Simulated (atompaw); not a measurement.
# What one change does to a pseudopotential (neodymium, PAW (atompaw))

```
Element                 : neodymium (Nd)
Generator               : atompaw 4.2.0.5
Type                    : PAW
Functional              : PBEsol
Relativity              : scalar-relativistic
Frozen core             : [Kr] 4d10
Valence charge          : 14
Reference configuration : 4f4 5s2 5p6 5d0 6s2 6p0
Partial waves           : 5s (bound): rc 2.00 bohr; 6s (bound): rc 3.00 bohr; 5p (bound): rc 2.10 bohr; 6p (bound, empty): rc 3.00 bohr; 5d (bound, empty): rc 3.00 bohr; 5d channel at 4.15 Ry: rc 3.00 bohr; 4f (bound): rc 1.70 bohr; 4f channel at 4.55 Ry: rc 1.70 bohr
Local potential         : bessel scheme, radius 2.55 bohr
Core correction         : smooth core density matched at 1.70 bohr
Augmentation charge     : sinc compensation charge, radius 2.25 bohr; PAW radius 3.00 bohr; waves and projectors: custom rrkj gramschmidtortho
```

All-electron outer shells of the reference configuration (PBEsol, scalar-relativistic, ld1.x):

| shell | level (eV) | outermost node (bohr) | outermost maximum (bohr) |
| --- | --- | --- | --- |
| 4p | -225.70 | 0.32 | 0.59 |
| 4d | -116.57 | 0.29 | 0.62 |
| 5s | -40.49 | 0.72 | 1.32 |
| 5p | -22.10 | 0.77 | 1.50 |
| 6s | -3.52 | 1.77 | 3.78 |
| 5d | -1.93 | 0.88 | 2.24 |
| 4f | -1.79 | – | 0.67 |
| 6p | -1.22 | 2.14 | 5.04 |

Change: augmentation sinc compensation charge, radius 2.25 bohr; PAW radius 3.00 bohr; waves and projectors: custom polynom2 7 10 vanderbiltortho.

Cutoffs: the cutoffs (Ry, on a coarse ladder) from which the occupation-weighted sum of valence levels, in a spherical-Bessel basis at the reference potential, stays within 10 and 1 mRy of its value at 400 Ry; they do not see the model core or the augmentation charge, which bear on the density cutoff.

Q: What does the change do?

A: The range in which the s phases agree narrows (upper end 4.4 → 1.5); neither file shows a bound ghost.

```csv
quantity,base,changed
"cutoff, loose",45 Ry,160 Ry
"cutoff, tight",70 Ry,over 300 Ry
loose cutoff by channel (10 mRy a level),"s 10 Ry, p 15 Ry, f 40 Ry","s 10 Ry, p 12 Ry, f 30 Ry"
bound ghosts,none,none
s: phases at 3.01 bohr within 0.05 rad from the reference energy up to (Ry; the scan ends near 5),4.4,1.5
p: phases at 3.01 bohr within 0.05 rad from the reference energy up to (Ry; the scan ends near 5),1.0,0.8
d: phases at 3.01 bohr within 0.05 rad from the reference energy up to (Ry; the scan ends near 5),2.4,1.8
f: phases at 3.01 bohr within 0.05 rad from the reference energy up to (Ry; the scan ends near 5),0.8,0.4
lowest overlap eigenvalue by channel,"s 0.06, p 0.02, d 0.86, f 0.95","s 0.36, p 0.39, d 0.83, f 0.99"
```

 The cutoffs see the waves, projectors and local potential, not the compensation charge or the core.
